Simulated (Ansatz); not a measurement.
Cost and result for the atomization energy of `OC#CC[SiH3]` (11 atoms, 10 bonds).

Cartesian coordinates in Å:
```
O -1.583 2.185 -1.745
C -0.698 1.490 -1.081
C 0.071 0.809 -0.459
C 0.949 -0.055 0.303
Si 0.003 -1.567 0.928
H -1.176 2.984 -2.099
H 1.792 -0.403 -0.304
H 1.372 0.468 1.167
H -1.117 -1.135 1.803
H -0.537 -2.336 -0.221
H 0.922 -2.439 1.709
```

Charge 0, multiplicity 1. The structure was optimised at the PBE0-D4/def2-TZVP level. It is one conformer, not always the lowest. Program: Ansatz. All runs use 4 threads of a server CPU on a shared host. Times are those of one run each, without the atoms' runs, and a repeat can differ threefold. Electronic energies, without spin–orbit coupling; frozen cores. CCSD(T)/CBS adds CCSD(T) − MP2 in def2-TZVPP to the MP2 limit, and its time is that of the two runs behind it. T1 = 0.012. HSE06 is the plane-wave form, built on full-range PBE exchange.

CCSD(T)/CBS is a level of theory with its own doubt, some kJ/mol a heavy atom from the limit and from the frozen cores, so smaller differences don't rank the functionals.

```csv
level,functions,wall time,atomization (kcal/mol),difference from CCSD(T)/CBS,per bond
BLYP-D4/def2-TZVPP,250,1.6 s,1006.8,1.4,0.1
PBE-D4/def2-TZVPP (with forces),250,2 s,1031.1,25.7,2.6
BHLYP-D4/def2-TZVPP,250,2.5 s,973.8,-31.6,-3.2
HSE06-D4/def2-TZVPP,250,2.6 s,1011.0,5.6,0.6
CAM-B3LYP-D4/def2-TZVPP,250,2.8 s,1010.2,4.8,0.5
r2SCAN-D4/def2-TZVPP (with forces),250,2.9 s,1008.7,3.3,0.3
CCSD(T)/def2-SVP,104,3.7 s,954.5,-50.9,-5.1
B97M-V/def2-TZVPP,250,4.5 s,1007.2,1.8,0.2
B2PLYP/def2-TZVPP,250,4.6 s,997.1,-8.3,-0.8
ωB97X-V/def2-TZVPP,250,4.8 s,1007.9,2.5,0.3
MP2/def2-QZVPP,478,16 s,1015.1,9.7,1.0
CCSD(T)/def2-TZVPP,250,71 s,978.8,-26.6,-2.7
CCSD(T)/CBS(def2),–,86 s,1005.4,0.0,0.0
```

From r2SCAN to r2SCAN0 (25 % exact exchange), in def2-TZVPP and without D4, the atomization energy moves by −17.3 kcal/mol: exact exchange takes away binding that semilocal exchange gives to molecules. In def2-TZVPP, CCSD(T) changes the Hartree–Fock value by +254.5 kcal/mol (the triples alone add +16.6 kcal/mol) and MP2 by +275.1 kcal/mol; breaking electron pairs costs correlation energy, which Hartree–Fock lacks. At CCSD(T), def2-SVP lies −50.9 kcal/mol from the extrapolated value and def2-TZVPP −26.6 kcal/mol: correlation converges slowly with the basis, and small sets miss more of it in the bonded molecule than in its fragments.
